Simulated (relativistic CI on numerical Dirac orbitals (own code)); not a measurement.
## Hyperfine structure of Pb XIX, mass number 207

Method of calculation: Dirac-Coulomb-Breit CI, orbitals from a KLI potential per configuration, a model potential for QED, unscaled Slater integrals (own radial code, finite nucleus).

Configurations in the expansion (outside the closed core [Kr] 4d10): 4f¹⁴5s²5p², 4f¹⁴5s5p³, 4f¹⁴5s²5p5d, 4f¹³5s²5p³, 4f¹⁴5s5p²5d, 4f¹⁴5s²5p5f, 4f¹⁴5s5p²5f, 4f¹⁴5s²5p5g, 4f¹⁴5s²5p6s, 4f¹⁴5p³5d, 4f¹⁴5p⁴, 4f¹³5p⁵, 4f¹⁴5s²5d², 4f¹⁴5s5d³, 4f¹⁴5s5d²5f, 4f¹⁴5s²5f², 4f¹⁴5s5d5f², 4f¹⁴5s5f³. Double excitations out of closed p, d and f shells are left out; levels of such configurations are missing from the list, as are those of other unlisted configurations, and high levels can miss mixing partners.

Nuclear spin I = 1/2, μ = 0.5906 μN (tables of Stone and Pyykkö). The electronic factors are computed for point nuclear moments, without core polarisation or the Bohr-Weisskopf and QED corrections.

| Level | E (eV) | A (MHz) |
| --- | --- | --- |
| 4f¹⁴5s²5p² ³P1 | 26.778 | -26290 |
| 4f¹⁴5s²5p² ¹D2 | 28.915 | 63970 |
| 4f¹⁴5s²5p² ³P2 | 57.357 | 19790 |
| 4f¹³5s²5p³ ³G5 | 95.781 | 7721 |
| 4f¹⁴5s²5p5d ³F°2 | 98.978 | 51680 |
| 4f¹³5s²5p³ ³D1 | 100.212 | -2801 |

Levels with J = 0, under 50 % of one LS term, or S terms without an open s electron are left out. Small factors come from cancelling terms and can be off by tens of per cent or more.

At this charge transitions that keep the count of f electrons are usually good to a few per cent. Levels that differ in their count of f electrons can be misplaced by several ten thousand cm⁻¹, since the correlation energy of f electrons is missing or only estimated; rates across such gaps can be off by orders of magnitude.

Question: Give the hyperfine levels of 4f¹⁴5s²5p² ³P1 relative to its centre of gravity.

Answer: With K = F(F + 1) − I(I + 1) − J(J + 1), E = AK/2: F = 1/2: 26290, F = 3/2: -13140 MHz.

LS names give the leading component of a level, which can be under half, so a name can repeat, a term be missing and a line seem to break the LS rules.
